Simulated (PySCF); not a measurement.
Planning a shielding job on `F[C@]12C[C@@H]3[C@H](C1)[C@@H]32`.

Method: GIAO PBE0/pcSseg-1 NMR shielding, non-relativistic, gas phase (PySCF 2.14.0, density-fitted response routines). Geometry: GFN2-xTB, MD frame at 425 fs, 300 K. Work: shieldings, ring-centre shieldings, density fitting. A driver script takes a list of jobs; this job's settings line and coordinates (Å) are shown.

Command:
```bash
OMP_NUM_THREADS=1 python probes_run.py task.json out
```

Input:
```
{"job": {"kind": "nmr", "xc": "PBE0", "basis": "pcSseg-1", "pop": false}, "charge": 0, "multiplicity": 1}
F     -0.643400    -2.660100     0.207300
C     -0.052000    -1.418400     0.183100
C     -0.590500    -0.321600    -0.836600
C     -0.048700     0.586700     0.287600
C      1.277500     0.004600     0.745900
C      1.487700    -1.367500     0.119900
C      0.005900    -0.486300     1.380600
H     -0.105900    -0.260400    -1.810200
H     -1.693000    -0.282000    -0.810600
H     -0.217100     1.643300     0.421600
H      2.001900     0.605400     1.188700
H      1.944400    -1.250100    -0.870700
H      1.987100    -2.081400     0.722400
H     -0.294500    -0.483200     2.404800
```

Hardware: one thread of an Intel Xeon Platinum 8259CL at 2.50 GHz (shared host). PySCF's memory limit was set to 1200 MB.

How large is the basis?

154 functions for 52 electrons, with 793 fitting functions; the fitted three-index integrals, 793 × 154 × 155/2 numbers of 8 bytes, come to 72 MiB.

What wall time should be expected on this hardware?

About 31 s. The SCF took 12 cycles.

Estimate the peak memory.

About 0.74 GiB. Peak memory is the resident size of the whole Python process, interpreter and libraries included.

At this speed, how long would 5000 such jobs take on 8 cores, one job a core?

5000/8 gives 625 rounds of 31 s, about 5.4 h of wall time and 43 core-hours, if the jobs don't slow each other.

The SCF part of the output:
```
coarse grid: 11944 points
cycle   1  E = -332.0684259676  dE =  1.344e+00  |g| = 5.172e-01  |ddm| = 3.450e+00
cycle   2  E = -332.0468914073  dE =  2.153e-02  |g| = 6.703e-01  |ddm| = 8.730e-01
cycle   3  E = -332.1210553307  dE = -7.416e-02  |g| = 6.146e-02  |ddm| = 4.747e-01
cycle   4  E = -332.1215981993  dE = -5.429e-04  |g| = 3.430e-02  |ddm| = 8.978e-02
cycle   5  E = -332.1218458092  dE = -2.476e-04  |g| = 3.324e-03  |ddm| = 3.935e-02
cycle   6  E = -332.1218475521  dE = -1.743e-06  |g| = 1.610e-03  |ddm| = 5.108e-03
final grid: 116456 points
cycle   7  E = -332.1723741206  dE = -4.653e-05  |g| = 9.102e-03  |ddm| = 4.133e-02
cycle   8  E = -332.1723561193  dE =  1.800e-05  |g| = 1.336e-02  |ddm| = 2.403e-02
cycle   9  E = -332.1723935973  dE = -3.748e-05  |g| = 1.134e-03  |ddm| = 1.345e-02
cycle  10  E = -332.1723938105  dE = -2.132e-07  |g| = 2.642e-04  |ddm| = 1.001e-03
cycle  11  E = -332.1723938209  dE = -1.039e-08  |g| = 4.669e-05  |ddm| = 2.570e-04
cycle  12  E = -332.1723938212  dE = -3.816e-10  |g| = 2.128e-05  |ddm| = 7.022e-05
converged SCF energy = -332.1723938212
```

On the final grid dE counts from the start density on that grid.

Times come from a shared host and carry two figures at best.
